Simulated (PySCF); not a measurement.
Task: What does the PBE0-D3(BJ)/def2-SVP structure of InChI=1S/C2H10OSi2/c1-3-2-5-4/h2,5H2,1,4H3 look like in three dimensions?

Result: 
```xyz
15
C2H10OSi2 angstrom
C     -1.9117    1.5120   -0.1298
O     -0.9915    0.4751   -0.2791
C     -0.5928   -0.1075    0.9329
Si     0.6749   -1.4590    0.5023
Si     2.1243   -0.5219   -1.0799
H     -2.8512    1.1639    0.3434
H     -1.5050    2.3379    0.4871
H     -2.1464    1.9037   -1.1295
H     -1.4570   -0.5245    1.4913
H     -0.1168    0.6395    1.6040
H      1.4029   -1.8628    1.7476
H     -0.0078   -2.6689   -0.0526
H      3.2999   -1.4147   -1.3284
H      2.6313    0.7894   -0.5663
H      1.4168   -0.2941   -2.3748
```

Orientation and origin are arbitrary. Atoms count from 1 in this order. O2 (ether oxygen) is bent (angle 113.8°). Si5 (SiH3 silicon) is tetrahedral (angles from 108.3° to 111.1°). Si4 (SiH2 silicon) is tetrahedral (angles from 106.3° to 111.6°). Of the pairs four or more bonds apart, H7···H10 is among the closest relative to their van der Waals radii: 2.46 Å, 103 % of the sum of Bondi's values.

Bonds between heavy atoms (Å): C1–O2 1.394, O2–C3 1.403, C3–Si4 1.902, Si4–Si5 2.341.

Method used: PBE0-D3(BJ)/def2-SVP geometry optimisation, gas phase (PySCF 2.14.0).

Point group: C1 (no symmetry element, even within 0.4 Å). No frequency check. The numbers are those of one conformer (C1–O2–C3–Si4 -179°, O2–C3–Si4–Si5 44°).

The run took 40 s of wall time on an Intel Xeon Platinum 8488C with one thread, shared host with 96 logical CPUs at a one-minute load of 59, and the process peaked at 0.52 GiB of memory. These figures are those of the optimisation.
